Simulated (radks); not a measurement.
Results of a calculation; reference values are marked as such.
In1.5+, configuration [Kr] 4d10 5s(up 1, down 0.5) (fractional occupations, a model configuration).

Code: a radial shooting solver on a logarithmic mesh with Libxc functionals. Model: scalar-relativistic Kohn-Sham, r2SCAN, spin-polarised, spherical densities, finite nucleus; meta-GGA in the generalised Kohn-Sham scheme; Fermi nuclear charge, rms radius 4.6156 fm.

Energy parts (Ry):
| part | energy |
|---|---|
| total | -11763.59379 |
| kinetic | 12261.34330 |
| electron-nucleus | -28399.05107 |
| Hartree | 4693.63138 |
| exchange-correlation | -319.51739 |

Orbitals (lengths in bohr, moments of r in powers of bohr; <r^-3> diverges for s and p1/2; r(90%) holds 90 % of the orbital's charge):
| orbital | occ. | eigenvalue (Ry) | <r^2> | <r^-3> | r(90%) | <r> |
|---|---|---|---|---|---|---|
| 1s up | 1 | -2044.638 | 0.001195 | - | 0.0534 | 0.02972 |
| 1s down | 1 | -2044.636 | 0.001195 | - | 0.0534 | 0.02972 |
| 2s down | 1 | -308.0388 | 0.01946 | - | 0.198 | 0.1285 |
| 2s up | 1 | -308.0387 | 0.01946 | - | 0.198 | 0.1285 |
| 2p up | 3 | -276.3594 | 0.01537 | 4374 | 0.183 | 0.1122 |
| 2p down | 3 | -276.3592 | 0.01537 | 4374 | 0.183 | 0.1122 |
| 3s up | 1 | -59.65790 | 0.1383 | - | 0.511 | 0.3478 |
| 3s down | 1 | -59.65672 | 0.1383 | - | 0.511 | 0.3478 |
| 3p up | 3 | -49.20510 | 0.1394 | 803.8 | 0.521 | 0.3466 |
| 3p down | 3 | -49.20388 | 0.1394 | 803.8 | 0.521 | 0.3466 |
| 3d up | 5 | -33.01178 | 0.1250 | 109.8 | 0.511 | 0.3243 |
| 3d down | 5 | -33.01083 | 0.1250 | 109.8 | 0.511 | 0.3243 |
| 4s up | 1 | -9.96693 | 0.8188 | - | 1.23 | 0.8506 |
| 4s down | 1 | -9.96438 | 0.8185 | - | 1.23 | 0.8505 |
| 4p up | 3 | -6.84388 | 0.9760 | 137.8 | 1.36 | 0.9238 |
| 4p down | 3 | -6.84106 | 0.9745 | 137.8 | 1.36 | 0.9233 |
| 4d up | 5 | -2.34110 | 1.643 | 12.36 | 1.84 | 1.172 |
| 4d down | 5 | -2.33128 | 1.622 | 12.45 | 1.82 | 1.166 |
| 5s up | 1 | -1.44636 | 6.509 | - | 3.51 | 2.402 |
| 5s down | 0.5 | -1.37729 | 6.560 | - | 3.53 | 2.408 |

The highest occupied level is 5s down at -18.739 eV. The density falls to 0.001 e/bohr^3 at r = 3.78 bohr. Spin moment in Bohr magnetons: 0.5. The spin density at the nucleus is 18.18 e/bohr^3 (1s 0.13, 2s 0.09, 3s 0.02, 4s 0.12, 5s 17.82). The electron density at the nucleus is 1.794e+05 e/bohr^3 (large components only). Summed over all electrons, <r^2> = 36.10 bohr^2, which gives a Langevin (diamagnetic) susceptibility term of -28.6 x 10^-6 cm^3/mol.
